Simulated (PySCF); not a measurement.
A calculated (B3LYP, PySCF 2.14, cc-pVDZ, the non-relativistic Hamiltonian (point nucleus)) atom or ion has these occupied shells.

```
shell  electrons  orbital energy (eV)  rms radius, mean of both spins (bohr)
 1s α          1              -6988.8                                 0.0684
 1s β          1              -6988.8                                 0.0684
 2s α          1              -838.22                                  0.293
 2s β          1              -836.03                                  0.293
 2p α          3              -725.43                                  0.262
 2p β          3              -723.61                                  0.262
 3s α          1              -116.84                                  0.882
 3s β          1              -111.53                                  0.882
 3p α          3              -83.507                                  0.938
 3p β          3              -77.895                                  0.938
 3d α          5              -29.421                                   1.21
 3d β          1              -25.687                                   1.21
```

Name the element and its charge.

Fe²⁺ (iron, charge +2), in [Ar] 3d6, high-spin 5D determinant.
